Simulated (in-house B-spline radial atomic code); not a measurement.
## Ionising Al8+ with different functionals

Computed with a B-spline radial code for spherical atoms: scalar-relativistic (spin-free X2C) Hamiltonian, Fermi nucleus of rms radius 3.061 fm, spin-polarised at highest spin, spherical fractional occupations for the functionals, and exact exchange of hybrids averaged over the configuration. The ionisation energy is the difference of two self-consistent energies, [He] 2s2 2p1 → [He] 2s2, without Breit or QED terms; ε is the level of the shell that loses the electron (its least bound occupied spin orbital).

```tsv
method	rung	ΔSCF (eV)	-ε(2p) (eV)
PBE0	global hybrid	330.47	313.82
B3LYP	global hybrid	330.94	313.11
TPSSh	global hybrid	330.04	310.32
BHandHLYP	global hybrid	331.01	320.09
r2SCAN0	global hybrid	329.79	313.92
B97-1	global hybrid	330.31	312.84
HSE06	range-separated hybrid	330.56	313.48
wB97X	range-separated hybrid	330.04	315.35
CAM-B3LYP	range-separated hybrid	330.82	315.06
LC-wPBE	range-separated hybrid	330.47	314.01
```

(1) Among the functionals, which spreads more, the ΔSCF values or the orbital energies?

(2) How do they compare with the NIST value?

Results:

(1) The orbital energies: ΔSCF values span about 1.22 eV and the orbital energies 9.77 eV; here energy differences depend much less on the functional than eigenvalues do.

(2) NIST lists 330.21 eV ± 0.04 (semi-empirical, ground level to ground level). Errors run from -0.42 to +0.80 eV; B97-1 is closest (+0.10 eV), but part of that can be cancellation, since the calculations leave out spin-orbit coupling, Breit-QED terms, multiplet and fine-structure energies.
